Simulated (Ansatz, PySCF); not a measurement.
Gas-phase reaction (SMILES): [Cl][Sn]([Cl])[Cl] → [Cl][Sn][Cl] + Cl atom; the Cl-Sn bond at the site shown breaks (other sites are not compared here).

Geometries: B3LYP-D3(BJ)/def2-TZVP minima from Ansatz (an electronic-structure program). Correlated levels leave the core frozen unless marked. UHF or UKS for open shells. Spin-orbit coupling is left out. Frozen are the shells of the preceding noble gas and the d and f shells that filled before the atom's block. Past Kr the def2 sets carry scalar-relativistic core potentials. CBS marks a two-point X^-3 extrapolation of the correlation energy; Hartree-Fock from the larger set. Thermal terms are rigid-rotor harmonic-oscillator values from B3LYP-D3(BJ) frequencies (Ansatz or PySCF) at 298.15 K and 1 atm. 1 Eh = 627.5095 kcal/mol. Atoms have translation alone.

| species | E, CCSD(T)/CBS(def2-TZVPP,def2-QZVPP) (Ansatz) (Eh) | E, wB97X-V/def2-TZVPD (Ansatz) (Eh) | H - E (Eh) |
|---|---|---|---|
| [Cl][Sn]([Cl])[Cl] | -1592.90132 | -1594.83532 | 0.01010 |
| [Cl][Sn][Cl] | -1133.11905 | -1134.68570 | 0.00703 |
| Cl atom | -459.70849 | -460.08005 | 0.00236 |

Problem. Work out ΔE and ΔH at 298.15 K at the first level, then ΔH at the second.

Solution. 
1. ΔE = [(-1133.11905) + (-459.70849)] - [(-1592.90132)] = 0.07378 Eh = 46.3 kcal/mol at CCSD(T)/CBS(def2-TZVPP,def2-QZVPP).
2. The terms H - E add up to -0.00071 Eh, so ΔH = (0.07378 + (-0.00071))×627.5095 = 45.9 kcal/mol.
3. At wB97X-V/def2-TZVPD the same steps give ΔE = 43.7 and ΔH = 43.2 kcal/mol, a shift of -2.7 from the first level.
4. These values are not checked against measurement here, since the tables used lack a sound gas-phase enthalpy of formation for at least one species.
